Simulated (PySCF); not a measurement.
Compound: C7H4N2Se.
Structure used (PBE0-D3(BJ)/def2-SVP), in Å, numbered top down from 1:
```
atom  x, y, z in Å
C1    -2.4690    0.1569    1.8200
C2    -1.8229    0.2363    0.8020
C3    -1.0275    0.3615   -0.4242
C4    -1.4156   -0.6626   -1.4042
N5    -1.7163   -1.4593   -2.1856
C6     0.4632    0.3238   -0.1702
C7     1.4101   -0.3982   -0.8418
N8     2.7131   -0.2423   -0.4625
C9     2.8600    0.5939    0.5070
Se10   1.2730    1.3610    1.1460
H11   -3.0458    0.0786    2.7236
H12   -1.2807    1.3350   -0.8881
H13    1.1696   -1.0885   -1.6540
H14    3.8245    0.8501    0.9538
```

Linear response at PBE0/def2-SVPD (PySCF, frozen core in the response, non-relativistic). Isolated species at its PBE0-D3(BJ)/def2-SVP geometry (one conformer only). The PBE0/def2-SVPD calculation is non-relativistic and has no spin–orbit coupling, an omission that weighs most on selenium.

Static isotropic polarisability: 109.96 au (16.29 Å³), principal values 75.2, 125.7, 129.0 au.

(1) What is the polarisability at 1064 nm and at the sodium D line?

(2) What is the isotropic C6 coefficient between two such molecules, C6 = (3/π)∫α(iω)² dω?

(3) Which effective excitation energy ω̄ makes London's formula C6 = (3/4)α²ω̄ exact here?

(4) What three-body coefficient follows from the one-pole estimate C9 = (3/4)·α·C6?

(5) The lowest 6 singlets have (eV, f): 4.90, 0.000; 5.28, 0.053; 5.34, 0.022; 5.65, 0.077; 5.83, 0.001; 6.20, 0.039. What share of the static polarisability do they carry in the sum over states α = Σ f/ω²?

(6) What n − 1 at the D line would an ideal gas of it have at 273.15 K and 1 atm (2.6868 × 10¹⁹ cm⁻³), by n − 1 = 2π·N·α′?

(7) How anisotropic is the static polarisability, by Δα² = ½[(α1 − α2)² + (α2 − α3)² + (α3 − α1)²]?

## Answers

(1) 111.14 au at 1064 nm (+1.1 %), 113.97 au at 589.3 nm (+3.6 %). The rise at 589.3 nm is 3.42 times that at 1064 nm; a pure ω² law gives 3.26. The lowest singlet lies at 253 nm, shorter than both wavelengths.

(2) 4562 au (Eh·bohr⁶) by a ten-point quadrature over imaginary frequencies, which is 2730 eV·Å⁶ or 263 J·nm⁶/mol.

(3) ω̄ = 4·C6/(3α²) = 0.503 Eh = 13.7 eV. A one-pole form α(ω) = α/(1 − ω²/ω̄²) fitted to the 1064 nm value gives 11.3 eV.

(4) 376000 au. This is an estimate from the two numbers above, not a computed integral.

(5) 4.56 au, 4.2 % of α; the largest term, 1.79 au, is that of the state at 5.65 eV. Their oscillator strengths add up to 0.19. Higher states carry the rest.

(6) 28.51 × 10⁻⁴, a formal value whether or not that pressure can be reached.

(7) Δα = 52.2 au, or 0.48 of the isotropic value.
